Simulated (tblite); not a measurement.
C₆H₁₃PSi.
SMILES with atom numbers: `[SiH3:1]/[CH:2]=[P:3]/[CH:4]1[CH2:5][CH2:6][CH2:7][CH2:8]1` (hydrogens: H9, H10, H11 on Si1; H12 on C2; H13 on C4; H14, H15 on C5; H16, H17 on C6; H18, H19 on C7; H20, H21 on C8)

Structure used (GFN2-xTB), in Å, numbered top down from 1:
```
atom  x, y, z in Å
Si1    3.7611   -0.3743   -0.0809
C2     1.9068   -0.2646    0.1715
P3     1.1466   -0.5430    1.6378
C4    -0.6687   -0.2728    1.2098
C5    -0.9796    1.1828    0.8268
C6    -2.1683    1.0646   -0.1211
C7    -1.8070   -0.1554   -0.9640
C8    -1.1889   -1.1365    0.0390
H9     4.4156   -0.7097    1.1816
H10    4.0421   -1.4017   -1.0920
H11    4.2474    0.9162   -0.5854
H12    1.3079   -0.0101   -0.6959
H13   -1.2284   -0.5244    2.1178
H14   -1.1904    1.7977    1.7013
H15   -0.1335    1.6263    0.2961
H16   -2.3154    1.9618   -0.7215
H17   -3.0806    0.8714    0.4457
H18   -1.0711    0.1294   -1.7184
H19   -2.6686   -0.5812   -1.4765
H20   -1.9435   -1.8348    0.4024
H21   -0.3924   -1.7248   -0.4199
```

Method: GFN2-xTB as coded in tblite; computed harmonic values from a numerical Hessian at the method's own geometry, unscaled. The method is semi-empirical: single wavenumbers can be off by several per cent or more. Modes of hydrogen on silicon can be 10 to 20 % off. One conformer, not necessarily the lowest.

Harmonic wavenumbers (cm⁻¹): 47.8, 66.7, 80.8, 124.5, 130.9, 207.5, 230.8, 268.2, 394.4, 504.4, 524.3, 535.6, 581.9, 700.0, 702.4, 744.8, 777.2, 791.5, 801.0, 844.7, 873.0, 938.5, 960.0, 976.0, 995.0, 1048.9, 1055.4, 1091.6, 1109.7, 1125.6, 1162.7, 1199.1, 1216.3, 1218.7, 1242.3, 1276.7, 1301.8, 1311.0, 1316.5, 1321.9, 1485.8, 1487.7, 1494.1, 1506.8, 2207.8, 2217.8, 2277.4, 2915.1, 2957.8, 2965.0, 2975.8, 2988.0, 2991.9, 2998.3, 3000.1, 3004.3, 3008.9.

A = 2839, B = 694.1, C = 654.3 MHz; mass 144.052 u (most abundant isotopes); point group C1, symmetry number 1.

**Question.** Zero-point energy?

**Answer.** Half the sum of the wavenumbers: 37141 cm⁻¹ = 106.19 kcal/mol.

**Question.** Give the ideal-gas entropy at 200 K and 1 bar in the rigid-rotor, harmonic-oscillator model (classical rotation).

**Answer.** Translation 38.85, rotation 28.71, vibration 20.50: S = 88.1 cal/(mol K).

**Question.** And Cp and H(200 K) − H(0)?

**Answer.** Cp = 28.64 cal/(mol K), of which vibrations give 20.69 (their classical limit is 57 R = 113.3); H(200 K) − H(0) = 3.76 kcal/mol without the zero-point energy, 2.17 from vibrations.

**Question.** What must be added to the electronic energy to get the Gibbs energy at 200 K and 1 bar?

**Answer.** ZPE + [H(200 K) − H(0)] − T·S = 106.19 + 3.76 − 17.61 = 92.34 kcal/mol.

**Question.** How do the functions run with temperature in this model?

**Answer.** 
| T (K) | S (cal/(mol K)) | Cp (cal/(mol K)) | H − H(0) (kcal/mol) | G − H(0) (kcal/mol) | ln q(vib) |
| --- | --- | --- | --- | --- | --- |
| 150 | 80.6 | 23.8 | 2.46 | -9.63 | 3.46 |
| 250 | 95.0 | 34.2 | 5.33 | -18.43 | 6.20 |
| 298.15 | 101.5 | 39.9 | 7.12 | -23.16 | 7.50 |
| 400 | 114.9 | 51.7 | 11.79 | -34.19 | 10.24 |
| 600 | 139.6 | 69.8 | 24.06 | -59.68 | 15.66 |
| 900 | 171.4 | 87.0 | 47.80 | -106.48 | 23.52 |

q(vib) and H(0) count from the zero-point level.

**Question.** Which modes carry the vibrational entropy at 200 K?

**Answer.** 47.8 cm⁻¹: 4.12; 66.7 cm⁻¹: 3.47; 80.8 cm⁻¹: 3.09; 124.5 cm⁻¹: 2.27; 130.9 cm⁻¹: 2.18; 207.5 cm⁻¹: 1.37 cal/(mol K); the other 51 give 4.00 together.

**Question.** Blend soft modes into free rotors: weight 1/[1 + (100 cm⁻¹/ν̃)⁴] for the oscillator and the rest for a rotor with moment μB/(μ + B), μ = h/(8π²ν), B = 10⁻⁴⁴ kg m². What vibrational entropy results?

**Answer.** 18.86 cal/(mol K) in place of 20.50, which changes −T·S at 200 K by +0.33 kcal/mol.

Hindered rotation and anharmonicity are outside this model. Other conformers, if any are populated, would add a mixing term that is left out. The structure is chiral; the term R ln 2 for an equal mix with its mirror image is left out.

Time: 0.99 s wall. Hardware: one thread, Arm Neoverse V1 (aarch64), no GPU, shared host with 32 logical CPUs at a one-minute load of 7.2. The figure is for the frequency step alone.
